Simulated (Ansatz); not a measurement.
Cartesian coordinates (Å):
```xyz
5

F     -1.4473    -1.0420    -0.4799
Sn     0.0132     0.0001     0.1178
F     -0.2796     1.7190    -0.6144
F      1.5129    -0.6792    -0.8126
H      0.2007     0.0021     1.7891
```
Charge 0, multiplicity 1.

The numbers are results of frozen-core CCSD(T)/def2-TZVPP // PBE0-D3(BJ)/def2-TZVP (Ansatz, a quantum-chemistry and plane-wave program), not measurements.

| Item | Value |
|---|---|
| HF energy | -512.47351 Ha |
| MP2 correlation energy | -1.07153 Ha |

Q: Estimate the CCSD correlation energy, the (T) correction, the total energy and the T1 diagnostic.

A: 
```json
{
  "CCSD correlation energy": "-1.06521 Ha",
  "(T) correction": "-0.03076 Ha",
  "CCSD(T) total energy": "-513.56948 Ha",
  "T1 diagnostic": "0.015"
}
```
